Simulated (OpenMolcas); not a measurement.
Ir3+ among 3 point charges of -2 e arranged as a planar triangle (D3h).

| Quantity | Value |
| --- | --- |
| Program | OpenMolcas |
| Method | SS-CASPT2, IPEA 0.25 Eh, imaginary shift 0.1 Eh (closed shells correlated: 4f 5s 5p) |
| Basis | ANO-RCC-VDZP [7s6p4d2f] |
| Scalar Hamiltonian | DKH2, point nucleus |
| Active space | 6 electrons in 5 orbitals (5d) |
| State averaging | 2S+1 = 5 even, 5 roots; 2S+1 = 3 even, 45 roots; 2S+1 = 1 even, 50 roots |
| Spin-orbit coupling | RASSI with atomic mean-field integrals over the reference wave functions |

All point charges move together. At R = 1.98 Å the first state of the same spin is 6680 cm-1, and at R = 2.2 Å it is 4330 cm-1.

Question: A third run gives 2940 cm-1. What distance was it run at?

Answer: With a power law R^-n the two known points give n = -ln(4330 / 6680) / ln(2.2 / 1.98) = 4.11. Then R = 1.98 × (6680 / 2940)^(1/4.11) = 2.418 Å. The run was at 2.42 Å, so the estimate is off by -0.002 Å.

Roots that are degenerate in the reference are averaged as groups; the widest CASPT2 spread within a group is 120 cm-1 (the 2-fold group of multiplicity 5 near 11000 cm-1 above the lowest state of its run, R = 2.42). Shifts and gaps below about the spread of the groups concerned are not significant. Point charges give a weaker field than real ligands, and real ions of this kind are as a rule low spin; the high spin found here belongs to the model. Free-ion shares, where given, are those of the reference states; single-state CASPT2 does not remix them. Spin-orbit coupling mixes the spin-free states strongly: the lowest level takes only 64 % from its leading state, 5A1 (figures for R = 1.98; the like holds for R = 2.2, R = 2.42). This shell can be high or low spin here, a state of another spin lies low, and with metal d orbitals alone active their balance is uncertain, so the ground spin may be wrong (holds for R = 1.98). Point charges carry no covalency, so the field is a model and not that of real ligands. No measured value stands beside these numbers.
